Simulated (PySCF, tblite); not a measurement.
Isomers of C5H14SSi2, one GFN2-xTB conformer each. Single-point energies are computed at PBE0/pcSseg-1 (PySCF, gas phase, no added dispersion term), electronic only.

```tsv
SMILES	GFN2-xTB relative energy (kcal/mol)
CS[C@H]([SiH3])[SiH2]C1CC1	51.7
C[SiH2]S[SiH2]C1CCC1	0.0
C=CC[SiH2][C@H]([SiH3])SC	55.8
C=C(C)[Si@H](CC)S[SiH3]	10.6
```

Conformers: `[CH3:1][S:2][C@H:3]([SiH3:4])[SiH2:5][CH:6]1[CH2:7][CH2:8]1` with C1–S2–C3–Si4 -85°, S2–C3–Si5–C6 179°, C3–Si5–C6–C7 176°; `[CH3:1][SiH2:2][S:3][SiH2:4][CH:5]1[CH2:6][CH2:7][CH2:8]1` with C1–Si2–S3–Si4 -45°, Si2–S3–Si4–C5 -166°, S3–Si4–C5–C6 -179°, Si4–C5–C6–C7 -103°, C5–C6–C7–C8 -14°, C6–C7–C8–C5 13°, Si4–C5–C8–C7 102°; `[CH2:1]=[CH:2][CH2:3][SiH2:4][C@H:5]([SiH3:6])[S:7][CH3:8]` with C1–C2–C3–Si4 -104°, C2–C3–Si4–C5 180°, C3–Si4–C5–Si6 -60°, Si4–C5–S7–C8 72°; `[CH2:1]=[C:2]([CH3:3])[Si@H:4]([CH2:5][CH3:6])[S:7][SiH3:8]` with C1–C2–Si4–C5 74°, C2–Si4–C5–C6 57°, C2–Si4–S7–Si8 -54°.

Task: What does PBE0/pcSseg-1 give for the same structures?

Result: 
| SMILES | PBE0/pcSseg-1 E (Eh) | PBE0/pcSseg-1 (kcal/mol) | GFN2-xTB (kcal/mol) | point group |
| --- | --- | --- | --- | --- |
| C=C(C)[Si@H](CC)S[SiH3] | -1175.47741 | 0.0 | 10.6 | C1 |
| C[SiH2]S[SiH2]C1CCC1 | -1175.47670 | 0.4 | 0.0 | C1 |
| C=CC[SiH2][C@H]([SiH3])SC | -1175.40765 | 43.8 | 55.8 | C1 |
| CS[C@H]([SiH3])[SiH2]C1CC1 | -1175.40532 | 45.2 | 51.7 | C1 |

GFN2-xTB puts C[SiH2]S[SiH2]C1CCC1 lowest instead; measured from each level's own lowest isomer, the values differ by up to 12.0 kcal/mol (C=CC[SiH2][C@H]([SiH3])SC: 55.8 against 43.8). As drawn, the lowest has a C=C bond outside aromatic rings, which the highest lacks; the highest has a three-membered ring, which the lowest lacks. Neighbours under 2.5 kcal/mol apart (C=C(C)[Si@H](CC)S[SiH3] and C[SiH2]S[SiH2]C1CCC1; C=CC[SiH2][C@H]([SiH3])SC and CS[C@H]([SiH3])[SiH2]C1CC1) can change places with a better method, another conformer or zero-point energy.

Task: Which frontier levels, dipoles and rotational constants go with these structures?

Result: 
```tsv
SMILES	HOMO (eV, PBE0/pcSseg-1)	LUMO (eV)	dipole (D)	A, B, C (MHz)
C=C(C)[Si@H](CC)S[SiH3]	-7.09	-0.54	1.98	1507, 797.1, 605.9
C[SiH2]S[SiH2]C1CCC1	-7.06	0.35	1.73	2943, 510.4, 477.9
C=CC[SiH2][C@H]([SiH3])SC	-6.14	0.08	0.92	1917, 566.4, 498.7
CS[C@H]([SiH3])[SiH2]C1CC1	-6.25	0.44	1.93	2064, 584.4, 511.9
```

Task: What happens when harmonic zero-point energies from GFN2-xTB frequencies are added?

Result: 
```tsv
SMILES	ZPE (kcal/mol)	electronic (kcal/mol)	with ZPE (kcal/mol)
C=C(C)[Si@H](CC)S[SiH3]	106.3	0.0	0.0
C[SiH2]S[SiH2]C1CCC1	108.0	0.4	2.1
C=CC[SiH2][C@H]([SiH3])SC	103.1	43.8	40.5
CS[C@H]([SiH3])[SiH2]C1CC1	104.2	45.2	43.1
```

The zero-point energies span 4.9 kcal/mol. The order is unchanged.
